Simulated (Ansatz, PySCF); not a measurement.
B(Br)2(Me) (CH3BBr2), SMILES BrB(C)Br.

Geometry: B3LYP-D3(BJ)/def2-SVP.

Vertical ionisation energy (IE) and electron affinity (EA) in eV. Rows of orbital energies are one-electron estimates. Where ΔSCF, EOM or ADC give a negative EA the extra electron is unbound and the value depends on the basis.

| level | IE | EA |
|---|---|---|
| −ε(HOMO), −ε(LUMO), M06-2X/def2-TZVP (PySCF) | 9.44 | 0.75 |
| −ε(HOMO), −ε(LUMO), PBE/def2-TZVP (PySCF) | 6.94 | 2.48 |
| ΔSCF, PBE0/def2-SVPD (Ansatz), final states of multiplicity 2 and 2 | ? | ? |
| ΔSCF, PBE/def2-SVPD (Ansatz), final states of multiplicity 2 and 2 | 10.02 | -0.04 |

Q: Some entries are withheld; supply them. (Estimate from the structure and the level; the computed values follow.)

A: 
- ΔSCF, PBE0/def2-SVPD (Ansatz, a program for electronic structure), final states of multiplicity 2 and 2, IE: 10.39
- ΔSCF, PBE0/def2-SVPD (Ansatz), final states of multiplicity 2 and 2, EA: -0.01

Q: What vertical singlet–triplet gap does ΔSCF give with PBE0/def2-SVPD (Ansatz) and with PBE/def2-SVPD (Ansatz)? (An estimate is asked for; the answer gives what the named calculation found.)

A: 4.94 and 4.65 eV (triplet above singlet where positive).
